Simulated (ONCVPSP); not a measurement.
# boron: ONCV pseudisation with LDA (Perdew-Wang 92), scalar-relativistic reference atom.

The input file (ONCVPSP 4.0.1):

```
# ATOM AND REFERENCE CONFIGURATION
# atsym  z   nc   nv     iexc    psfile
  B 5.00    1    2  -001012      upf
#
#   n    l    f
    1    0    2.00
    2    0    1.50
    2    1    1.50
#
# PSEUDOPOTENTIAL AND OPTIMIZATION
# lmax
    2
#
#   l,   rc,      ep,       ncon, nbas, qcut
    0    1.40    0.00    5    8    5.30
    1    4.00    0.00    3    7    3.80
    2    3.35    0.27    4    8    3.40
#
# LOCAL POTENTIAL
# lloc, lpopt,  rc(5),   dvloc0
    0    5    1.40    0.00
#
# VANDERBILT-KLEINMAN-BYLANDER PROJECTORs
# l, nproj, debl
    0    0    3.20
    1    3    0.80
    2    2    1.60
#
# MODEL CORE CHARGE
# icmod, fcfact, rcfact
    0    0.00    0.00
#
# LOG DERIVATIVE ANALYSIS
# epsh1, epsh2, depsh
   -2.00    5.00    0.02
#
# OUTPUT GRID
# rlmax, drl
    6.00    0.01
#
# TEST CONFIGURATIONS
# ncnf
    4
# nvcnf
#   n    l    f
    2
    2    0    2.00
    2    1    1.00
#
    2
    2    0    2.00
    2    1    0.00
#
    2
    2    0    1.00
    2    1    0.00
#
    2
    2    0    1.00
    2    1    2.00
#
```

Command:

```bash
oncvpsp.x < B.dat > B.out
```

The program printed (shortened: citation, most of the input echo, consistency checks and plot data are left out):

```
ONCVPSP  (Optimized Norm-Conservinng Vanderbilt PSeudopotential)
scalar-relativistic version 4.0.1

#   n    l    f        energy (Ha)
    1    0    2.00    -6.5854399E+00
    2    0    1.50    -3.5373948E-01
    2    1    1.50    -1.4481260E-01

Reference configufation results
  iterations    21
  all-electron total energy (Ha)   -2.42463056D+01

Begin loop to  construct optimized pseudo wave functions
and semi-local pseudopoentials for all angular momenta

Calculating optimized projector #   1

 for l=   0

    Fraction of norm inside rc  0.283702
    Optimizing pswf for qcut=   5.29 a_B^-1,  ecut=  13.99 Ha
    Residual kinetic energy error=  3.99D-04 Ha

    Energy error per electron        Cutoff
         Ha          eV             Ha
         0.01000     0.27211        7.19
         0.00100     0.02721       12.15
         0.00010     0.00272       26.09
         0.00001     0.00027       64.34

   Wellstate for l =  1  n =  4
     eigenvalue =   0.6552
     asymptotic potential =   1.1552
     half-point radius =  6.6560

   Wellstate for l =  1  n =  6
     eigenvalue =   1.4552
     asymptotic potential =   1.9552
     half-point radius =  8.0041

Calculating optimized projector #   1

 for l=   1

    Fraction of norm inside rc  0.910276
    Optimizing pswf for qcut=   3.80 a_B^-1,  ecut=   7.20 Ha
    Residual kinetic energy error=  4.22D-08 Ha

    Energy error per electron        Cutoff
         Ha          eV             Ha
         0.01000     0.27211        3.05
         0.00100     0.02721        4.13
         0.00010     0.00272        5.00
         0.00001     0.00027        5.76

Calculating optimized projector #   2

 for l=   1

    Fraction of norm inside rc  0.432438
    Optimizing pswf for qcut=   3.80 a_B^-1,  ecut=   7.20 Ha
    Residual kinetic energy error=  1.47D-06 Ha

    Energy error per electron        Cutoff
         Ha          eV             Ha
         0.01000     0.27211        4.03
         0.00100     0.02721        5.06
         0.00010     0.00272        5.93
         0.00001     0.00027        6.95

Calculating optimized projector #   3

 for l=   1

    Fraction of norm inside rc  0.225752
    Optimizing pswf for qcut=   3.80 a_B^-1,  ecut=   7.20 Ha
    Residual kinetic energy error=  5.27D-05 Ha

    Energy error per electron        Cutoff
         Ha          eV             Ha
         0.01000     0.27211        4.92
         0.00100     0.02721        6.13
         0.00010     0.00272        7.32
         0.00001     0.00027       13.16

   Wellstate for l =  2  n =  3
     eigenvalue =   0.2700
     asymptotic potential =   0.7700
     half-point radius =  5.4505

   Wellstate for l =  2  n =  6
     eigenvalue =   1.8700
     asymptotic potential =   2.3700
     half-point radius =  6.5820

Calculating optimized projector #   1

 for l=   2

    Fraction of norm inside rc  0.388286
    Optimizing pswf for qcut=   3.41 a_B^-1,  ecut=   5.80 Ha
    Residual kinetic energy error=  1.44D-06 Ha

    Energy error per electron        Cutoff
         Ha          eV             Ha
         0.01000     0.27211        1.50
         0.00100     0.02721        3.19
         0.00010     0.00272        4.16
         0.00001     0.00027        5.18

Calculating optimized projector #   2

 for l=   2

    Fraction of norm inside rc  0.238479
    Optimizing pswf for qcut=   3.41 a_B^-1,  ecut=   5.80 Ha
    Residual kinetic energy error=  2.17D-03 Ha

    Energy error per electron        Cutoff
         Ha          eV             Ha
         0.01000     0.27211        4.47
         0.00100     0.02721        6.98
         0.00010     0.00272       22.52
         0.00001     0.00027       27.35

Construct Vanderbilt / Kleinmman-Bylander projectors

B matrix Hermiticity error, ll=   1
   1   2   -8.1453E-06
   1   3   -9.6559E-06
   2   3   -1.3705E-05

  Orthonormal projector coefficients -1.6425E+00 -4.3807E-01 -1.9080E-01

B matrix Hermiticity error, ll=   2
   1   2    3.4968E-07

  Orthonormal projector coefficients -8.0248E-01 -3.3453E-01

Pseudoatom total energy   -2.415421

Diagnostic tests using Vanderbilt-Kleinman-Bylander pseudopotentials
  1 or more projectors used as specified by nproj input data

   l    rcore       rmatch      e in        delta e   norm test  slope test

   0   1.4018870   1.4444513  -0.3537395  -0.0000021   1.0000000   0.9999690

   1   4.0175159   4.1394964  -0.1448126  -0.0000005   0.9999894   0.9999884
   1   4.0175159   4.1394964   0.6551874  -0.0000059   1.0000037   1.0000037
   1   4.0175159   4.1394964   1.4551874  -0.0000186   1.0000702   1.0000702

   2   3.3575167   3.4594582   0.2700000   0.0000009   1.0000010   1.0000010
   2   3.3575167   3.4594582   1.8700000   0.0000119   1.0000072   1.0000072

 Testing for bound ghosts
   n   l    E NL Schr. Eq   E Basis Diag.   E Cutoff

   2   1       -0.144813       -0.144217     18.79

 Testing for highly-localized positive-energy ghosts
       l    <radius>/rc     E Basis Diag.   E Cutoff

Test configuration 0

   n   l     f        eae           eps        diff
   1   0  2.0000   -6.58543990
   2   0  1.5000   -0.35373948   -0.35374159   -2.10D-06
   2   1  1.5000   -0.14481260   -0.14481308   -4.74D-07

    Total energies and differences
      AE_ref= -2.42463056D+01  AE_tst= -2.42463056D+01  dif=  0.00D+00
      PS_ref= -2.41542119D+00  PS_tst= -2.41542119D+00  dif=  5.33D-15
      PSP excitation error= -5.33D-15

Test configuration 1

   n   l     f        eae           eps        diff
   1   0  2.0000   -6.56600070
   2   0  2.0000   -0.34484330   -0.34102976    3.81D-03
   2   1  1.0000   -0.13653230   -0.13435874    2.17D-03

    Total energies and differences
      AE_ref= -2.42463056D+01  AE_tst= -2.43506168D+01  dif= -1.04D-01
      PS_ref= -2.41542119D+00  PS_tst= -2.51933034D+00  dif= -1.04D-01
      PSP excitation error= -4.02D-04

Test configuration 2

   n   l     f        eae           eps        diff
   1   0  2.0000   -7.04581955
   2   0  2.0000   -0.71333637   -0.69313607    2.02D-02

    Total energies and differences
      AE_ref= -2.42463056D+01  AE_tst= -2.40448129D+01  dif=  2.01D-01
      PS_ref= -2.41542119D+00  PS_tst= -2.22611908D+00  dif=  1.89D-01
      PSP excitation error=  1.22D-02

Test configuration 3

   n   l     f        eae           eps        diff
   1   0  2.0000   -7.68536116
   2   0  1.0000   -1.15148323   -1.12036373    3.11D-02

    Total energies and differences
      AE_ref= -2.42463056D+01  AE_tst= -2.31151283D+01  dif=  1.13D+00
      PS_ref= -2.41542119D+00  PS_tst= -1.32161819D+00  dif=  1.09D+00
      PSP excitation error=  3.74D-02

Test configuration 4

   n   l     f        eae           eps        diff
   1   0  2.0000   -6.60349646
   2   0  1.0000   -0.36184602   -0.36546431   -3.62D-03
   2   1  2.0000   -0.15235902   -0.15449948   -2.14D-03

    Total energies and differences
      AE_ref= -2.42463056D+01  AE_tst= -2.41417005D+01  dif=  1.05D-01
      PS_ref= -2.41542119D+00  PS_tst= -2.31043870D+00  dif=  1.05D-01
      PSP excitation error= -3.77D-04
```

The run took about 2.8 s on one core of a shared server CPU.
